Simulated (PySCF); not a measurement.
From one molecule to another.

First species: CH₈N₂Si.
Bonds: C1–N2, N2–N3, N3–Si4. Hydrogens: H5, H6, H7 on C1; H8 on N2; H9 on N3; H10, H11, H12 on Si4.

Second species: C2H3NO2.
Cartesian coordinates in Å at the GFN2-xTB level; atoms count from 1:
```xyz
8
C2H3NO2 angstrom
N     -1.7987    0.5442    0.1328
C     -0.8538   -0.1417   -0.3183
C      0.5754    0.0127    0.1259
O      0.9301    0.8148    0.9507
O      1.3980   -0.8333   -0.4923
H     -1.5080    1.2269    0.8373
H     -1.0476   -0.8967   -1.0707
H      2.3137   -0.7174   -0.1900
```

Levels: wB97X-D/def2-SVPD for dipole moment, HOMO energy, LUMO energy, HOMO–LUMO gap, static isotropic polarisability and electronic spatial extent ⟨r²⟩ about the centre of nuclear charge; TDDFT wB97X-D/def2-SVPD for lowest singlet excitation; TDA wB97X-D/def2-SVPD for lowest triplet excitation (Tamm–Dancoff); GFN2-xTB for rotational constant A and rotational constant C. Geometries: GFN2-xTB. Each species is one conformer at its optimised geometry, gas phase, non-relativistic unless stated. Electronic properties by PySCF.

The conformers computed, where there is a choice (atom-mapped SMILES and torsion angles):
- `[CH3:1][NH:2][NH:3][SiH3:4]`: C1–N2–N3–Si4 -64°
- `[H]/[N:1]=[CH:2]\[C:3](=[O:4])[OH:5]`: N1–C2–C3–O4 0°, H–O5–C3–C2 180°

```csv
property,column X,column Y
dipole moment,0.96 D,2.37 D
HOMO energy,-8.27 eV,-10.16 eV
LUMO energy,1.96 eV,-0.35 eV
HOMO–LUMO gap,10.23 eV,9.81 eV
lowest singlet excitation,5.77 eV,4.27 eV
lowest triplet excitation (Tamm–Dancoff),5.58 eV,3.53 eV
static isotropic polarisability,57.8 au,39.3 au
electronic spatial extent ⟨r²⟩ about the centre of nuclear charge,479 bohr²,377 bohr²
rotational constant A,13.404 GHz,11.400 GHz
rotational constant C,2.902 GHz,3.143 GHz
```

Problem. Which column belongs to which species?

Solution. Column X is the first species and column Y the second. The first has 12 atoms and 42 electrons, the second 8 and 38.

Problem. How does each property change from the first species to the second?

Solution. dipole moment +1.41 D; HOMO energy -1.89 eV; LUMO energy -2.31 eV; HOMO–LUMO gap -0.42 eV; lowest singlet excitation -1.50 eV; lowest triplet excitation (Tamm–Dancoff) -2.05 eV; static isotropic polarisability -18.5 au; electronic spatial extent ⟨r²⟩ about the centre of nuclear charge -102 bohr²; rotational constant A -2.004 GHz; rotational constant C +0.241 GHz.

On the first: The polarisability is 8.56 Å³ as a volume (1 au = 0.148185 Å³), or 1.38 au for each of the 42 electrons. S1 lies 4.46 eV below the HOMO–LUMO gap; its leading configuration is HOMO→LUMO, weight 0.90.

On the second: A dipole of 2.37 D is allowed in Cs, and pure rotational transitions are dipole-allowed. The vertical singlet–triplet gap S1 − T1 is 0.74 eV (TDDFT singlet less Tamm–Dancoff triplet; S1: HOMO→LUMO, weight 0.97; T1: HOMO→LUMO, weight 0.93).
